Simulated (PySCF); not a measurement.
**Electron correlation in Cd²⁺ (cadmium, charge +2)**

[Kr] 4d10, closed-shell 1S. All numbers are calculated (PySCF 2.14, scalar relativity through the core potential, in def2-TZVP with the def2 core potential (28 electrons) (6s4p3d1f, 40 functions)). Frozen: 4s2 4p6; 10 electrons correlated.

Total MP2 correlation energy: -259.48 mhartree.

Same-spin part -96.72 and opposite-spin part -162.76 mhartree; SCS-MP2 scales them by 1/3 and 6/5 to -227.55 mhartree.

```csv
level,correlation energy (mhartree)
CCSD,-250.72
(T),-1.82
CCSD(T),-252.54
```

Diagnostics: T1 = 0.00036, D1 = 0.0005, largest double amplitude 0.019.

Cost of the coupled-cluster step: 0.24 s of wall time on 1 thread of Neoverse-V2 (shared host), for 10 correlated electrons.
